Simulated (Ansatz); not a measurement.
Species: tribromo(fluoro)silane, sum formula SiBr$_{3}$F (charge 0, singlet). 
Structure (B3LYP-D3(BJ)/def2-TZVP (Ansatz, a first-principles code) minimum search):
SMILES: F[Si](Br)(Br)Br
```xyz
5

Si     0.0142     0.0186     0.4443
F      0.0649     0.0847     2.0267
Br     1.9353    -0.7822    -0.2629
Br    -1.6458    -1.3045    -0.1264
Br    -0.3119     2.0575    -0.3096
```

Basis-set convergence of Hartree-Fock and CCSD(T) correlation energies (hartree) with Ansatz. Cores are frozen in the correlated levels unless marked. No spin-orbit coupling. Frozen are the shells of the preceding noble gas and the d and f shells that filled before the atom's block. No relativistic terms.

```json
[
 {"basis": "def2-SVP", "functions": "128", "E(HF)": "-8104.70654", "E(corr, CCSD(T))": "-0.67662"},
 {"basis": "def2-TZVPP", "functions": "217", "E(HF)": "___", "E(corr, CCSD(T))": "___"}
]
```

### Question
Some entries are withheld; supply them.

### Answer

- def2-TZVPP, E(HF): -8105.89759
- def2-TZVPP, E(corr, CCSD(T)): -0.91305
